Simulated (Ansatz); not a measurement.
Total energies of the cluster K2Sn2Cl6 from Ansatz at B97M-V/def2-TZVP, gas phase (1 Eh = 27.2114 eV = 2625.5 kJ/mol). The reference geometry is relaxed at r2SCAN-D4/def2-SVP.

Cartesian coordinates in Å:
```
K -0.8004 -2.1863 -0.7439
K 0.6483 1.3617 0.6504
Sn 1.1121 2.4075 -2.9364
Sn -1.0540 -1.8320 3.0387
Cl 0.6165 -0.0324 -2.2375
Cl -1.7625 -3.7853 1.6573
Cl -2.0401 -0.1725 1.3794
Cl 2.8371 2.5844 -1.1385
Cl -0.6834 3.2358 -1.4163
Cl 1.1264 -1.5810 1.7467
```

```csv
state,geometry,energy (Eh)
charge 0 singlet,reference,-4389.29546
charge 1 doublet,reference,-4388.98701
charge -1 doublet,reference,-4389.30913
free K atom (doublet),–,-599.75718
free Sn atom (triplet),–,-214.24221
free Cl atom (doublet),–,-460.02595
```

In the def2 sets Sn takes a core potential; there is no spin–orbit coupling.

**Question.** Work out the vertical ionisation energy to the doublet.

**Answer.** E(charge 1 doublet) − E(charge 0 singlet) = -4388.98701 − (-4389.29546) = 0.30845 Eh = 8.39 eV. For comparison, −ε of the highest occupied level is 6.44 eV at this level, 1.95 eV less.

**Question.** Work out the vertical electron affinity, to the doublet.

**Answer.** E(charge 0 singlet) − E(charge -1 doublet) = -4389.29546 − (-4389.30913) = 0.01367 Eh = 0.37 eV. The basis lacks diffuse functions, which makes affinities too small.

**Question.** Give the fundamental gap IE − EA, the Mulliken electronegativity (IE + EA)/2 and the hardness (IE − EA)/2.

**Answer.** From the values in Eh: IE − EA = 0.30845 − 0.01367 = 0.29478 Eh = 8.02 eV; (IE + EA)/2 = 4.38 eV; (IE − EA)/2 = 4.01 eV. The HOMO–LUMO gap of the same run is 4.52 eV, 3.50 eV smaller than the fundamental gap.

**Question.** What is the binding energy per atom against free atoms?

**Answer.** Atoms: 2 × (-599.75718) + 2 × (-214.24221) + 6 × (-460.02595) = -4388.15448 Eh. Binding: -4388.15448 − (-4389.29546) = 1.14098 Eh = 31.05 eV, or 3.10 eV for each of 10 atoms (no zero-point energy, no counterpoise term).

At B97M-V/def2-TZVP the gap within one spin of the charge 1 doublet nearly closes, so an electron or hole may be smeared out by delocalisation error. At B97M-V/def2-TZVP the gap within one spin of the charge -1 doublet nearly closes, so an electron or hole may be smeared out by delocalisation error. At B97M-V/def2-TZVP the highest occupied level of the charge -1 doublet lies above zero (up to 0.95 eV). By energy differences its removal costs 0.37 eV (vertical, to the charge 0 singlet, at B97M-V/def2-TZVP); self-interaction error and the lack of diffuse functions both raise the level.  

The structure comes from a short search, and lower isomers may exist.
